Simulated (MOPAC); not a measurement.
A run for MOPAC: PM3 on BeP, 2S+1 = 4, a spin state set in the input, which need not be the lowest, a point of a bond scan (R = 2.026 Å).

```
PM3 1SCF PRECISE CHARGE=0 UHF MS=1.5 THREADS=1
BeP

Be     0.00000000 1     0.00000000 1     0.00000000 1
P      0.00000000 1     0.00000000 1     2.02610800 1
```

Program output:

```
*******************************************************************************
 **                                                                           **
 **                              MOPAC v23.2.5                                **
 **                                                                           **
 *******************************************************************************
 ** MOPAC's Digital Object Identifier: https://doi.org/10.5281/zenodo.6511958 **
 **                                                                           **
 ** Please cite the open-source release paper for use of this MOPAC version:  **
 ** J. E. Moussa and J. J. P. Stewart (2026)                                  **
 ** MOPAC: An open-source semiempirical molecular orbital program             **
 ** J. Open Source Softw., 11(119), 8025, https://doi.org/10.21105/joss.08025 **
 *******************************************************************************

                              PM3 CALCULATION RESULTS

 *******************************************************************************
 *  PM3        - The PM3 Hamiltonian to be used
 *  UHF        - UNRESTRICTED HARTREE-FOCK CALCULATION
 *
 *
 *
 *                 CHARGE ON SYSTEM = 0
 *
 *
 *
 *  MS=        - IN MECI, MAGNETIC COMPONENT OF SPIN =  1.5
 *  PRECISE    - TIGHTER CRITERIA TO BE USED
 *  1SCF       - DO 1 SCF AND THEN STOP
 *  THREADS=1  - MULTI-THREADING NOT USED
 *  T=         - A TIME OF 172800.0 SECONDS REQUESTED
 *  DUMP=N     - RESTART FILE WRITTEN EVERY 7200.0 SECONDS REQUESTED
 *******************************************************************************
PM3 1SCF PRECISE CHARGE=0 UHF MS=1.5 THREADS=1
 BeP

   ATOM   CHEMICAL          X               Y               Z
  NUMBER   SYMBOL      (ANGSTROMS)     (ANGSTROMS)     (ANGSTROMS)

     1      Be          0.00000000  *   0.00000000  *   0.00000000  *
     2       P          0.00000000  *   0.00000000  *   2.02610800  *



          CARTESIAN COORDINATES

    NO.       ATOM           X           Y           Z

     1        Be          0.0000      0.0000      0.0000
     2         P          0.0000      0.0000      2.0261

 Be: (PM3): J. J. P. STEWART, J. COMP. CHEM. 10, 209 (1989).
  P: (PM3): J. J. P. STEWART, J. COMP. CHEM. 10, 209 (1989).

           Empirical Formula: Be P  =     2 atoms



      MOLECULAR POINT GROUP   :   C*v


          UHF CALCULATION, NO. OF ALPHA ELECTRONS =    5
                           NO. OF BETA  ELECTRONS =    2

 -------------------------------------------------------------------------------
 PM3 1SCF PRECISE CHARGE=0 UHF MS=1.5 THREADS=1
 BeP



     1SCF WAS SPECIFIED, SO BFGS WAS NOT USED
     SCF FIELD WAS ACHIEVED


                              PM3 CALCULATION
                                                       MOPAC v23.2.5 Linux




          FINAL HEAT OF FORMATION =        100.54400 KCAL/MOL =     420.67608 KJ/MOL


          COSMO AREA              =         84.98 SQUARE ANGSTROMS
          COSMO VOLUME            =         69.35 CUBIC ANGSTROMS

          IONIZATION POTENTIAL    =          8.112659 EV
          ALPHA SOMO LUMO (EV)    =         -8.113  1.023
          BETA  SOMO LUMO (EV)    =         -9.163 -1.928
          NO. OF ALPHA ELECTRONS  =          5
          NO. OF BETA  ELECTRONS  =          2
          MOLECULAR WEIGHT        =         39.9859         POINT GROUP:  C*v

          MOLECULAR DIMENSIONS (Angstroms)

            Atom       Atom       Distance
            P     2   Be     1     2.02611
            P     2   Be     1     0.00000
           Be     1    P     2     0.00000


          SCF CALCULATIONS        =          1





   ATOM   CHEMICAL          X               Y               Z
  NUMBER   SYMBOL      (ANGSTROMS)     (ANGSTROMS)     (ANGSTROMS)

     1      Be          0.00000000  *   0.00000000  *   0.00000000  *
     2       P          0.00000000  *   0.00000000  *   2.02610800  *

                             CARTESIAN COORDINATES

   1   Be        0.000000000     0.000000000     0.000000000
   2    P        0.000000000     0.000000000     2.026108000


           Empirical Formula: Be P  =     2 atoms



      MOLECULAR POINT GROUP   :   C*v


          ALPHA EIGENVALUES
 -22.96155 -10.84671  -8.85501  -8.85501  -8.11266   1.02284   1.34362   1.34362


           BETA EIGENVALUES
 -19.81388  -9.16284  -1.92813  -1.92813  -1.20527   1.48085   1.48085   1.55427


              NET ATOMIC CHARGES AND DIPOLE CONTRIBUTIONS

  ATOM NO.   TYPE          CHARGE      No. of ELECS.   s-Pop       p-Pop
    1         Be           0.335325        1.6647     1.39073     0.27394
    2          P          -0.335325        5.3353     1.94146     3.39386
 DIPOLE           X         Y         Z       TOTAL
 POINT-CHG.     0.000     0.000    -3.263     3.263
 HYBRID        -0.000     0.000    -0.767     0.767
 SUM           -0.000     0.000    -4.030     4.030


          ATOMIC ORBITAL ELECTRON POPULATIONS

     Atom    s        px        py        pz
    1 Be   1.39073   0.01403   0.01403   0.24588
    2  P   1.94146   0.98597   0.98597   1.42192


                    (SZ)    =    1.500000
                    (S**2)  =    3.753108


          ATOMIC ORBITAL SPIN POPULATIONS

    Atom   Total    s     px     py     pz
         Atomic
    1 Be  0.6942  0.529  0.014  0.014  0.137
    2  P  2.3058  0.017  0.986  0.986  0.317

 **********************
 *                    *
 * JOB ENDED NORMALLY *
 *                    *
 **********************




 == MOPAC DONE ==
```

The run finished.

Cost: very roughly 0.020 core-seconds.
